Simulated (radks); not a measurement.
Results of a calculation; reference values are marked as such.
Q: The table gives one normalised radial function P(r) = r R(r) of Mo+ in [Kr] 4d5 (r in bohr). Code: a radial shooting solver on a logarithmic mesh with Libxc functionals. Model: scalar-relativistic Kohn-Sham, LDA (Slater exchange, VWN5 correlation), spin-polarised, spherical densities, finite nucleus; open shells are filled with parallel spins first (spin-orbit coupling, left out, can overturn this in heavy ions); Fermi nuclear charge, rms radius 4.4091 fm; hard spherical wall at 20 bohr.

r	P
0.001192	0.0000
0.00159	0.0000
0.00212	0.0000
0.00285	0.0000
0.003802	0.0000
0.005071	0.0001
0.006763	0.0001
0.009093	0.0003
0.01213	0.0008
0.01618	0.0017
0.02157	0.0036
0.02877	0.0077
0.03869	0.0164
0.0516	0.0326
0.06882	0.0619
0.09179	0.1100
0.1234	0.1822
0.1646	0.2666
0.2195	0.3373
0.2928	0.3463
0.3905	0.2435
0.525	0.0050
0.7003	-0.3079
0.934	-0.5951
1.246	-0.7491
1.675	-0.7293
2.234	-0.5806
2.979	-0.3789
3.974	-0.1943
5.3	-0.0725
7.126	-0.0170
9.504	-0.0024

Which n and l does it have? It may be an empty orbital.

A: n = 4, l = 2: the number of nodes gives n - l - 1 = 1, the rise at small r (about r^(l+1), flatter next to the nucleus through relativity) gives l, and the extent must fit the shell. The curve is that of 4d up; the table hardly tells the two spins apart. 4d up: eigenvalue -11.553 eV, 1 radial node at r = 0.528 bohr, <r> = 1.87 bohr, 90 % of the charge inside 3.02 bohr.
